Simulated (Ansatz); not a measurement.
Relaxation of AlCl$_{2}$FH$_{2}$O (7 atoms, charge 0, multiplicity 1), to a largest force component of 0.03 eV/Å in at most 50 steps.

Level of theory: RKS B3LYP-D4/6-31G (Ansatz 0.2.0).

```xyz
7
Properties=species:S:1:pos:R:3
Al 0.459 -1.194 0.439
O -0.827 1.574 -0.334
Cl -0.173 -2.393 -1.254
Cl -0.004 -1.718 2.485
H 0.131 1.737 -0.252
F 1.557 0.130 0.125
H -1.143 1.863 -1.209
```

Problem. Where does it end, and by what steps?

Solution. The run converged. Limits of this set-up: no polarisation functions. After 12 steps the energy has fallen by 1.376 eV; H7 moved furthest, 1.08 Å. Joined: Al1–O2.

| step | energy less start (eV) | largest force component (eV/Å) | accepted |
| --- | --- | --- | --- |
| 0 | 0.0000 | 1.239 | yes |
| 1 | -0.2206 | 1.093 | yes |
| 2 | -0.5476 | 1.339 | yes |
| 3 | -1.0164 | 0.969 | yes |
| 4 | -1.1828 | 1.513 | yes |
| 5 | -1.2874 | 0.698 | yes |
| 6 | -1.3280 | 0.521 | yes |
| 7 | -1.3544 | 0.331 | yes |
| 8 | -1.3719 | 0.220 | yes |
| 9 | -1.3746 | 0.127 | yes |
| 10 | -1.3755 | 0.050 | yes |
| 11 | -1.3757 | 0.142 | yes |
| 12 | -1.3759 | 0.026 | yes |

```xyz
7
Properties=species:S:1:pos:R:3
Al 0.390 -0.696 0.210
O -0.442 0.970 -0.279
Cl -0.184 -2.036 -1.428
Cl -0.468 -1.142 2.177
H 0.143 1.739 -0.407
F 1.946 0.018 0.157
H -1.385 1.148 -0.430
```

Whether the end is a true minimum wasn't checked by a vibrational analysis.

Run time: 50 s on 1 thread of Arm Neoverse V1, on a shared host, peak memory 0.16 GiB.
